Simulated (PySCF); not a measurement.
Whose spectrum? (photoresist piece)

All values: TDA PBE0/def2-SVP, gas phase, PySCF SCF with an in-house response code, fitting set def2-universal-JFIT up to Ne and JKFIT beyond, grid level 1 (kernel 0), vertical, one conformer each, geometries GFN2-xTB; core orbitals frozen in the response, virtual orbitals above 1.5 Eh left out. The lowest 6 singlets were sought, and the brightest is taken among them. The runs took 2 to 40 CPU minutes each on shared server CPUs.

Some members have dark charge-transfer states, which this functional places too low.

One system has its HOMO at -6.64 eV, its LUMO at -0.35 eV and these singlet states:

```
state    eV      f
   S1  5.32  0.011
   S2  5.45  0.007
   S3  5.46  0.007
   S4  5.78  0.002
   S5  5.83  0.013
   S6  5.86  0.028
```

Question: Which is it?
A. CC[C@@H](C)c1ccc(OC(=O)OC(C)(C)C)cc1 (C15H22O3)
B. CC[C@H](C[C@@H](C[C@@H](C)c1ccc(OC(=O)OC(C)(C)C)cc1)c1ccc(OC(=O)OC(C)(C)C)cc1)c1ccc(OC(=O)OC(C)(C)C)cc1 (C41H54O9)
C. CC[C@@H](C[C@@H](C)c1ccc(OC(=O)OC(C)(C)C)cc1)c1ccc(OC(=O)OC(C)(C)C)cc1 (C28H38O6)

Answer: B.

Question: How do the candidates compare?

Answer: 
```json
{"system": "CC[C@@H](C)c1ccc(OC(=O)OC(C)(C)C)cc1", "HOMO / eV": "-6.93", "LUMO / eV": "-0.21", "S1 / eV": "5.52", "f(S1)": "0.006", "brightest state sought / eV": "6.42"}
{"system": "CC[C@@H](C[C@@H](C)c1ccc(OC(=O)OC(C)(C)C)cc1)c1ccc(OC(=O)OC(C)(C)C)cc1", "HOMO / eV": "-6.86", "LUMO / eV": "-0.30", "S1 / eV": "5.50", "f(S1)": "0.004", "brightest state sought / eV": "6.33"}
{"system": "CC[C@H](C[C@@H](C[C@@H](C)c1ccc(OC(=O)OC(C)(C)C)cc1)c1ccc(OC(=O)OC(C)(C)C)cc1)c1ccc(OC(=O)OC(C)(C)C)cc1", "HOMO / eV": "-6.64", "LUMO / eV": "-0.35", "S1 / eV": "5.32", "f(S1)": "0.011", "brightest state sought / eV": "5.86"}
```
